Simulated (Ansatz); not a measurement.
`CO[SiH](N)O[SiH3]` + `C[NH][AlH][OH]` → `C[NH][AlH][O][SiH3]` + `CO[SiH](N)O`  (ligand exchange at the Si–O bond)

Calculated with Ansatz (gas phase, PBE0-D4/def2-TZVP geometries, no zero-point term in ΔE). CBS: MP2 limit from def2 TZ/QZ plus the TZ coupled-cluster correction, frozen cores. DFT in def2-TZVPP. B3LYP here is the variant with VWN-RPA as its local correlation; programs differ in this. Each species was taken in one conformer, which may not be the lowest.

```tsv
level	ΔE (kJ/mol)
PBE	-8.7
B3LYP	-9.5
CCSD(T)/def2-TZVPP	-8.0
HF/def2-QZVPP	-12.0
```

(1) What does CCSD(T)/CBS give? (Best estimate.)

Largest T1 diagnostic among the species: 0.011.

Results:

(1) The calculation gave: -6.8 kJ/mol. The listed levels differ from it by -1.9, -2.7, -1.2, -5.2 kJ/mol.

The D4 term adds +3.3 kJ/mol with B3LYP and +2.0 kJ/mol with PBE0; it sums over pairs of atoms, weighted by their polarisabilities, and B3LYP, whose exchange is more repulsive, gets the larger term. In def2-TZVPP, CCSD(T) changes the Hartree–Fock value by +4.1 kJ/mol (the triples alone add +0.6 kJ/mol) and MP2 by +4.6 kJ/mol.
